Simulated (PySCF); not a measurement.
Compound: germanium monoselenide, GeSe.
SMILES: `[Ge-]#[Se+]`

Linear response at PBE0/aug-cc-pVTZ (PySCF, frozen core in the response, non-relativistic). Geometry: PBE0-D3(BJ)/def2-TZVP; no solvent, vibrations or thermal averaging. Relativistic effects, spin–orbit coupling among them, are left out although an element past zinc is present.

Static isotropic polarisability: 61.29 au (9.08 Å³), principal values 48.7, 48.7, 86.5 au.

Question: What is the polarisability at 1064 nm and at the sodium D line?

Answer: 62.50 au at 1064 nm (+2.0 %), 65.56 au at 589.3 nm (+7.0 %). The rise at 589.3 nm is 3.53 times that at 1064 nm; a pure ω² law gives 3.26. The lowest singlet lies at 359 nm, shorter than both wavelengths.

Question: What is the isotropic C6 coefficient between two such molecules, C6 = (3/π)∫α(iω)² dω?

Answer: 999.8 au (Eh·bohr⁶) by a ten-point quadrature over imaginary frequencies, which is 597 eV·Å⁶ or 57.6 J·nm⁶/mol.

Question: Which effective excitation energy ω̄ makes London's formula C6 = (3/4)α²ω̄ exact here?

Answer: ω̄ = 4·C6/(3α²) = 0.355 Eh = 9.7 eV. A one-pole form α(ω) = α/(1 − ω²/ω̄²) fitted to the 1064 nm value gives 8.4 eV.

Question: What molar refraction at the D line follows from R = (4π/3)·N_A·α′, with α′ the polarisability volume?

Answer: α′ = 9.72 Å³ gives R = 24.51 cm³/mol, for isolated, non-vibrating species.

Question: How many electrons N does the Slater–Kirkwood formula C6 = (3/4)·√N·α^(3/2) need to give this C6?

Answer: N = (4·C6/3)²/α³ = 7.7; the species has 66 electrons in all.

Question: The lowest 10 singlets have (eV, f): 3.46, 0.000; 3.70, 0.000; 3.70, 0.000; 3.90, 0.011; 3.90, 0.011; 5.31, 0.141; 6.65, 0.075; 6.65, 0.075; 6.84, 0.080; 6.84, 0.080. What share of the static polarisability do they carry in the sum over states α = Σ f/ω²?

Answer: 9.84 au, 16.1 % of α; the largest term, 3.69 au, is that of the state at 5.31 eV. Their oscillator strengths add up to 0.47. Higher states carry the rest.

Question: What n − 1 at the D line would an ideal gas of it have at 273.15 K and 1 atm (2.6868 × 10¹⁹ cm⁻³), by n − 1 = 2π·N·α′?

Answer: 16.40 × 10⁻⁴, a formal value whether or not that pressure can be reached.

Question: What three-body coefficient follows from the one-pole estimate C9 = (3/4)·α·C6?

Answer: 46000 au. This is an estimate from the two numbers above, not a computed integral.

The run took 6.8 s wall on Intel Xeon Platinum 8259CL at 2.50 GHz, one thread, shared host with 96 logical CPUs at a one-minute load of 32, and the process peaked at 0.48 GiB of memory. This is the whole response run at PBE0/aug-cc-pVTZ, SCF included.
